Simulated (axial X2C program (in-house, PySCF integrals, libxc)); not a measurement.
**What spin–orbit coupling does to GaSn**

Calculated with an in-house all-electron X2C program for linear molecules (integrals from PySCF). Spin-free means the one-electron spin-free X2C Hamiltonian; two-component (2c) means X2C with spin–orbit coupling and atomic mean-field two-electron Coulomb and Gaunt terms, so the difference of the two also holds small scalar two-electron terms. Basis: Sn dyall-cv3z [11s12p9d4f1g], Ga dyall-cv3z [9s9p7d4f1g] (cores contracted in-house); Gaussian nuclei, density fitting, unrestricted open shells. Masses: Sn 119.902 u, Ga 68.926 u.

Spin-free state: M_S = 3/2, Λ = 0 (beyond evenly filled blocks: σα, π+α, π-α); fragments Sn + Ga.

```
  level  Re (Å)  ωe (cm⁻¹)  De (eV)  μ (D)
   PBE0   2.659      181.3    2.162   0.94
     HF   2.748      162.8    1.294   2.07
    MP2   2.683      184.1    1.936    n/a
   CCSD   2.701      178.8    1.848    n/a
CCSD(T)   2.697      180.6    1.961    n/a
  B3LYP   2.693      171.5    1.974   0.94
```

Correlated methods: 7 electrons correlated (number of frozen shells: Sn 4 s, 3 p, 2 d; Ga 3 s, 2 p, 1 d), 321 virtual spin orbitals or spinors in MP2, 90 natural virtuals in coupled cluster.

Dipoles are positive if Ga is the positive end.

Two-component determinant lowest at the distance of the search:

Ω = 3/2 (⟨Sz⟩ = 1.48, ⟨Lz⟩ = 0.02 at HF); fragments Sn + Ga.

```csv
level,Re (Å),ωe (cm⁻¹),μ (D)
PBE0,2.662,180.0,0.95
HF,2.752,162.0,2.05
MP2,2.687,182.1,n/a
CCSD,2.705,177.1,n/a
CCSD(T),2.701,179.0,n/a
B3LYP,2.697,169.1,0.96
```

Question: From the two tables, how do the constants change at the CCSD(T) level (2c against spin-free)?

Answer: At the CCSD(T) level Re increases by 0.004 Å and ωe goes down by 1.6 cm⁻¹.

The state is a single determinant with fixed occupations, the lowest that a limited PBE0 search found. Dissociation energies refer to the lowest single-determinant-based atoms at the same level and basis. De is not given where an atomic determinant may have missed its ground term or J level, or where the truncated virtual space spoils (T). Density functionals use the spin component along the axis (collinear). CCSD and (T) use frozen natural virtuals with an MP2 correction for the truncation; (T) itself is uncorrected, so its De runs slightly low. Other states lie close and PBE0, whose exact exchange favours high spin, may order them wrongly; the determinant shown need not be the ground state. The nearest other spin-free determinant of the search, M_S = 1/2, Λ = 0, lies 0.35 eV up at the distance of the search. Without a current term, density functionals place determinants with orbital angular momentum somewhat too high. With several unpaired electrons one determinant need not be a pure state. This is the top spin component of a Σ state; components of lower Ω are not single determinants and can lie lower. With the outer-core shells frozen, correlated bond lengths of heavy atoms tend to come out a few hundredths of an ångström too long.
